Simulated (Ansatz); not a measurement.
Reaction (formal exchange of groups at the Si–Cl bond): `F[SiH2]N[SiH2]Cl` + SiH₄ → `F[SiH2]N[SiH2][SiH3]` + HCl

Gas-phase electronic energies from Ansatz, PBE0-D4/def2-TZVP geometries. CBS: MP2 limit from def2 TZ/QZ plus the TZ coupled-cluster correction, frozen cores. This one scheme is used for every species. Each species was taken in one conformer, which may not be the lowest.

```tsv
species	MP2/CBS(def2) energy (Eh)
`F[SiH2]N[SiH2]Cl`	-1195.53420
SiH₄	-291.42938
`F[SiH2]N[SiH2][SiH3]`	-1026.56413
HCl	-460.35267
```

(1) Work out ΔE.

Largest T1 diagnostic among the species: 0.012.

## Answers

(1) ΔE = (-1026.56413) + (-460.35267) − (-1195.53420) − (-291.42938) = 0.04678 Eh = +122.8 kJ/mol. CCSD(T)/CBS gives +112.6 kJ/mol.

From PBE to PBE0 (25 % exact exchange), in def2-TZVPP and without D4, ΔE moves by +5.4 kJ/mol. In def2-TZVPP, CCSD(T) changes the Hartree–Fock value by −20.6 kJ/mol (the triples alone add −1.7 kJ/mol) and MP2 by −10.3 kJ/mol.
